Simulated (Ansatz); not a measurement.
HFGeS, SMILES `[F][Ge][SH]` (excited triplet; F–Ge–S–H torsion 91°) (charge 0, multiplicity 3). This triplet is an excited state, 2.53 eV above the relaxed singlet at the level frozen-core CCSD(T)/cc-pVTZ // B3LYP-D3(BJ)/def2-TZVP (Ansatz, an electronic-structure program).

The numbers are results of Ansatz with r2SCAN0/cc-pVTZ // B3LYP-D3(BJ)/def2-TZVP, not measurements.

Ansatz 0.2 input:
```yaml
crystal:
  periodic: [false, false, false]
  atoms:
    - { symbol: F, position_ang: [2.095382, -0.542153, 0.200115] }
    - { symbol: Ge, position_ang: [0.856081, 0.573879, -0.387405] }
    - { symbol: S, position_ang: [-1.200867, 0.420403, 0.530256] }
    - { symbol: H, position_ang: [-1.750595, -0.45213, -0.342964] }
basis:
  gaussian: { orbitals: cc-pVTZ }
hamiltonian:
  xc: r2scan0
magnetization:
  spin_polarized: true
  initial_magnetization: 2
```

Output:

```
Functional definition: r2SCAN0
904 factors; their error is unknown
mean field evaluation 1: about -70083.2749 eV, gradient 2.5e1 eV
mean field evaluation 2: about -70078.0521 eV, gradient 4.8e1 eV
mean field evaluation 4: about -70085.2644 eV, gradient 2.3e0 eV
mean field evaluation 8: about -70085.5212 eV, gradient 2.6e-1 eV
mean field evaluation 16: about -70085.5214 eV, gradient 5.5e-4 eV
mean field -70085.52143511 eV, -2575.5954070678 hartree, gradient 2.1e-5 eV, S^2 2.011954; 0 other end points of the search recorded, 0 dependent functions left out
reference -70085.52144493 eV, -2575.5954074285 hartree; 30, 28 occupied and 91, 93 virtual orbitals, 904 factors
Total energy: -70085.52144493 eV, -2575.5954074285 hartree
```
